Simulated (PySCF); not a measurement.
This script is equivalent to a calculation on Tl (thallium, neutral).

```python
from pyscf import gto, scf, dft, mp, cc
import basis_set_exchange as bse
txt = bse.get_basis("aug-cc-pVQZ-PP", elements=["Tl"], fmt="nwchem", header=False)
cut = txt.index("\nECP")
mol = gto.M(atom="Tl 0 0 0", charge=0, spin=1, symmetry="D2h",
            basis=gto.basis.parse(txt[:cut]),
            ecp={"Tl": gto.basis.parse_ecp(txt[cut:])})
mf = dft.UKS(mol, xc="MN15")
mf.irrep_nelec = {'Ag': (4, 4), 'B1g': (1, 1), 'B2g': (1, 1), 'B3g': (1, 1), 'B1u': (1, 1), 'B2u': (2, 1), 'B3u': (1, 1)}
mf.kernel()
```

What total energy does it give?

-172.187 hartree (calculated).

Which occupied shell lies highest, and where?

6p α, at -3.889 eV.

What is ⟨S²⟩, and what would a pure spin state give?

0.752, against 0.75.

Energies and moments cover only the electrons outside the core potential. Spin-orbit coupling, absent here, splits the open shell strongly.
